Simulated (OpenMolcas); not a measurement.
## Cr2+, Mo2+, W2+: d⁴ down the group

```json
{"Program": "OpenMolcas", "Method": "MS-CASPT2, IPEA 0.25 Eh, imaginary shift 0.1 Eh", "Basis": "ANO-R2", "Scalar Hamiltonian": "X2C, finite nucleus", "Spin-orbit coupling": "RASSI with atomic mean-field integrals over the reference wave functions, term energies averaged over their components"}
```

Active space for each ion: 4 electrons in 5 orbitals (d); closed shells correlated by CASPT2: Cr2+ 3s 3p; Mo2+ 4s 4p; W2+ 5s 5p.

Computed levels in cm-1 above ⁵D₀:

```json
{"Level": "⁵D₁", "Cr2+": "66.5", "Mo2+": "239", "W2+": "2330"}
{"Level": "⁵D₂", "Cr2+": "197", "Mo2+": "663", "W2+": "4630"}
{"Level": "⁵D₃", "Cr2+": "386", "Mo2+": "1217", "W2+": "6550"}
{"Level": "⁵D₄", "Cr2+": "628", "Mo2+": "1865", "W2+": "8060"}
{"Level": "³P₀(1)", "Cr2+": "17040", "Mo2+": "11960", "W2+": "11960"}
{"Level": "³P₁(1)", "Cr2+": "17430", "Mo2+": "13200", "W2+": "15860"}
{"Level": "³P₂(1)", "Cr2+": "18140", "Mo2+": "15060", "W2+": "20320"}
{"Level": "³H₄", "Cr2+": "18160", "Mo2+": "13520", "W2+": "14840"}
{"Level": "³H₅", "Cr2+": "18300", "Mo2+": "14070", "W2+": "18000"}
{"Level": "weight of ⁵D in the lowest level (%)", "Cr2+": "100", "Mo2+": "98", "W2+": "69"}
```

Mixed levels, with the weight of the term that names them: W2+ ⁵D₀ (69 %), W2+ ³P₀(1) (60 %), W2+ ³P₂(1) (73 %), W2+ ³H₄ (59 %).

Measured, with the error of the calculation in %. Measured levels: Cr2+ from Sugar and Corliss, J. Phys. Chem. Ref. Data 6, 317 (1977); Mo2+ from Sugar and Musgrove, J. Phys. Chem. Ref. Data 17, 155 (1988); W2+ from NIST levels as listed in McCann et al., Mon. Not. R. Astron. Soc. 538, 537 (2025).

| Level | Cr2+ | Mo2+ | W2+ |
| --- | --- | --- | --- |
| ⁵D₁ | 62.2 (+6.8) | 242 (-1.2) | 2256 (+3.3) |
| ⁵D₂ | 183 (+7.3) | 668 (-0.8) | 4461 (+3.7) |
| ⁵D₃ | 357 (+8.2) | 1224 (-0.5) | 6278 (+4.3) |
| ⁵D₄ | 576 (+9.1) | 1872 (-0.4) | 7687 (+4.9) |
| ³P₀(1) | 16771 (+1.6) | 11149 (+7.3) | 9904 (+20.7) |
| ³P₁(1) | 17169 (+1.5) | 12510 (+5.5) | 12881 (+23.1) |
| ³P₂(1) | 17851 (+1.6) | 14358 (+4.9) |  |
| ³H₄ | 17274 (+5.1) | 12680 (+6.6) | 13701 (+8.3) |
| ³H₅ | 17397 (+5.2) | 13276 (+6.0) |  |

The fine-structure level ⁵D₄ changes by a factor of 12.8 from Cr2+ to W2+.

Without spin-orbit coupling ³P(1) lies 17390, 12840, 10520 cm-1 above ⁵D in that order; the difference to the level ³P₀(1), of either sign, comes from spin-orbit coupling, which also lowers the zero.

CASPT2 breaks the degeneracy within a term, and the mean is taken; among the terms shown or strongly mixed into the levels shown the widest spread is 550 cm-1 (3d⁴ ³H, Cr2+). Over all roots computed the reference weight is 0.90 to 0.95 in W2+; the roots of lowest weight are the least certain, and an intruder state may touch them. Levels of configurations with an s electron are missing; early in the row they begin among the upper levels of the d shell and mix with terms of their name (holds for Mo2+). The CASPT2 spread within a term exceeds the gap to the next term for 4d⁴ ³P(1) and 4d⁴ ³H, so the order of their levels is uncertain (holds for Mo2+). Configurations with an s electron lie low in 5d ions of this charge, fall among these levels and mix in, so low-spin terms can stand far too high, up to twice their true height, and weights are not those of the real levels (holds for W2+). Some terms miss by over 15 % even with CASPT2, which points to a basis or an active space too small for the shells correlated (holds for W2+). Computed and measured levels are paired by configuration, term and J; levels that our copy of the source lacks, or whose pairing is in doubt (as where it misses far off the trend of its configuration), stay unpaired and out of the deviations. Levels of configurations outside the active space are missing.

A number in round brackets counts repeated terms of one configuration in the order of the reference energies.
